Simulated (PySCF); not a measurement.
HAs (SMILES [AsH]), triplet, geometry from GFN2-xTB; PBE/def2-SVP (PySCF).

Here is a job for PySCF.
```python
from pyscf import gto, scf, dft

mol = gto.Mole()
mol.atom = '''
    As   -0.00000000   -0.00000000   -0.04454376
    H     0.00000000    0.00000000    1.46994393
'''
mol.basis = 'def2-svp'
mol.spin = 2
mol.verbose = 4
mol.build()

mf = dft.UKS(mol)
mf.xc = 'pbe'
mf.kernel()
```

Question: Write the output that PySCF gives for this input, abridged.

Answer: 
```
PySCF version 2.14.0

[INPUT] verbose = 4
[INPUT] num. atoms = 2
[INPUT] num. electrons = 34
[INPUT] charge = 0
[INPUT] spin (= nelec alpha-beta = 2S) = 2
[INPUT] symmetry False subgroup None
[INPUT] Mole.unit = angstrom
[INPUT] Symbol           X                Y                Z      unit          X                Y                Z       unit  Magmom
[INPUT]  1 As     0.000000000000   0.000000000000  -0.044543760000 AA    0.000000000000   0.000000000000  -0.084175506958 Bohr   0.0
[INPUT]  2 H      0.000000000000   0.000000000000   1.469943930000 AA    0.000000000000   0.000000000000   2.777791446167 Bohr   0.0

nuclear repulsion = 11.5305314633228
number of shells = 15
number of NR pGTOs = 81
number of NR cGTOs = 37
basis = def2-svp
ecp = {}

******** <class 'pyscf.dft.uks.UKS'> ********
method = UKS
initial guess = minao
damping factor = 0
level_shift factor = 0
DIIS = <class 'pyscf.scf.diis.CDIIS'>
diis_start_cycle = 1
diis_space = 8
diis_damp = 0
SCF conv_tol = 1e-09
SCF conv_tol_grad = None
SCF max_cycles = 50
direct_scf = True
direct_scf_tol = 1e-13
number electrons alpha = 18  beta = 16
XC library pyscf.dft.libxc version 7.1.2
    S. Lehtola, C. Steigemann, M. J. T. Oliveira, and M. A. L. Marques,  SoftwareX 7, 1–5 (2018)
XC functionals = pbe
    J. P. Perdew, K. Burke, and M. Ernzerhof,  Phys. Rev. Lett. 77, 3865 (1996)
    J. P. Perdew, K. Burke, and M. Ernzerhof,  Phys. Rev. Lett. 78, 1396 (1997)
    J. P. Perdew, K. Burke, and M. Ernzerhof,  Phys. Rev. Lett. 77, 3865 (1996)
    J. P. Perdew, K. Burke, and M. Ernzerhof,  Phys. Rev. Lett. 78, 1396 (1997)
radial grids:
    Treutler-Ahlrichs [JCP 102, 346 (1995); DOI:10.1063/1.469408] (M4) radial grids

becke partition: Becke, JCP 88, 2547 (1988); DOI:10.1063/1.454033
pruning grids: <function nwchem_prune>
grids dens level: 3
symmetrized grids: False
atomic radii adjust function: <function treutler_atomic_radii_adjust>
small_rho_cutoff = 0
Set gradient conv threshold to 3.16228e-05
tot grids = 30232
init E= -2234.96851844549

cycle= 1 E= -2235.79604623611  delta_E= -0.828  |g|= 0.154  |ddm|= 1.03
cycle= 2 E= -2235.7982115311  delta_E= -0.00217  |g|= 0.14  |ddm|= 0.127
cycle= 3 E= -2235.80109632968  delta_E= -0.00288  |g|= 0.0105  |ddm|= 0.0602
cycle= 4 E= -2235.80114090487  delta_E= -4.46e-05  |g|= 0.00373  |ddm|= 0.0267
cycle= 5 E= -2235.80114987068  delta_E= -8.97e-06  |g|= 0.0012  |ddm|= 0.00956
cycle= 6 E= -2235.80115130473  delta_E= -1.43e-06  |g|= 0.00022  |ddm|= 0.00251
cycle= 7 E= -2235.80115135481  delta_E= -5.01e-08  |g|= 4.71e-05  |ddm|= 0.000482
cycle= 8 E= -2235.80115135762  delta_E= -2.81e-09  |g|= 6.22e-06  |ddm|= 0.000116
cycle= 9 E= -2235.80115135771  delta_E= -8.55e-11  |g|= 7.59e-07  |ddm|= 2.69e-05
Extra cycle  E= -2235.80115135771  delta_E= 3.64e-12  |g|= 7.25e-07  |ddm|= 3.08e-06
converged SCF energy = -2235.80115135771  <S^2> = 2.0038256  2S+1 = 3.0025493
```
